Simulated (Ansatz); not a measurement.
Basis sets compared for BCl2(CCH) (C₂HBCl₂). Total charge 0; singlet. Geometry B3LYP-D4/def2-SVP. Ansatz on 2 threads of Intel Xeon Platinum 8259CL on a shared host; times are rough, and most runs start from earlier orbitals.

```xyz
6

B    -0.643    0.673    0.477
Cl   -0.564    0.890    2.219
Cl   -1.813    1.594   -0.455
C     0.288   -0.299   -0.214
C     1.036   -1.083   -0.768
H     1.696   -1.775   -1.260
```

B3LYP takes the VWN-RPA correlation.

Binding counts from free atoms (B doublet, Cl doublet, C triplet, H doublet) in the same basis, without a counterpoise term.

```csv
level,functions,energy (Eh),HOMO (eV),LUMO (eV),binding per atom (eV),wall time
HF/STO-3G,34,-1008.9279,-10.07,3.97,3.77,0.3 s
HF/6-31G,55,-1019.9129,-11.56,1.16,2.96,0.75 s
HF/def2-TZVP,173,-1020.0927,-11.40,1.28,3.27,3.1 s
PBE-D4/def2-SVP,83,-1021.2149,-7.13,-3.01,4.71,1.2 s
PBE-D4/def2-TZVP (with forces),173,-1021.6419,-7.30,-3.24,4.64,3.7 s
B3LYP-D4/6-31G,55,-1022.0292,-8.29,-2.47,4.20,1.9 s
B3LYP-D4/def2-TZVP,173,-1022.1945,-8.32,-2.55,4.42,4.6 s
PBE0-D4/def2-SVP,83,-1021.2983,-8.50,-2.21,4.58,2 s
PBE0-D4/def2-TZVP (with forces),173,-1021.7207,-8.59,-2.40,4.52,6 s
```

(1) Estimate the rows for PBE0-D4/def2-QZVPP.

## Answers

(1) 
```json
{"level": "PBE0-D4/def2-QZVPP", "functions": "341", "energy (Eh)": "-1021.7531", "HOMO (eV)": "-8.61", "LUMO (eV)": "-2.44", "binding per atom (eV)": "4.52", "wall time": "11 s"}
```
